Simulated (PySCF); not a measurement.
CH₇PSi (SMILES C[SiH2]P), singlet, geometry from GFN2-xTB. Base run: CCSD(T)/cc-pVDZ in PySCF.

PySCF was given this input:
```python
from pyscf import gto, scf, cc

mol = gto.Mole()
mol.atom = '''
    Si   -0.541132   -0.037332    0.633470
    C    -1.789918    0.532496   -0.687770
    P     1.541799   -0.281247   -0.172799
    H    -0.461061    0.954090    1.711516
    H    -0.938192   -1.343057    1.170977
    H    -1.503137    1.489994   -1.115622
    H    -2.783482    0.644397   -0.264556
    H    -1.856666   -0.184347   -1.502531
    H     1.160432   -0.950434   -1.321133
    H     1.570470    0.935728   -0.828624
'''
mol.basis = 'cc-pvdz'
mol.charge = 0
mol.spin = 0
mol.verbose = 4
mol.max_memory = 1800
mol.build()

mf = scf.RHF(mol)
mf.kernel()

mycc = cc.CCSD(mf, frozen=11)
mycc.kernel()
et = mycc.ccsd_t()
print('E(CCSD(T)) = %.10f' % (mycc.e_tot + et))
```

Variants of this job, named by their change:

```
change         ΔE vs base (kcal/mol)  MP2 correlation (Eh)  CC correlation without the perturbative part (Eh)  basis functions  core-seconds (rough)
-------------  ---------------------  --------------------  -------------------------------------------------  ---------------  --------------------
base                           0.000              -0.37637                                           -0.43505               85                    20
method = ccsd                      ?              -0.37637                                           -0.43505               85                    10
method = cisd                  43.98                     -                                                  -               85                     8
method = mp2                   44.28              -0.37637                                                  -               85                     3
```

Question: Fill in the missing entries.

Answer: 
- method = ccsd, ΔE vs base (kcal/mol): 7.45
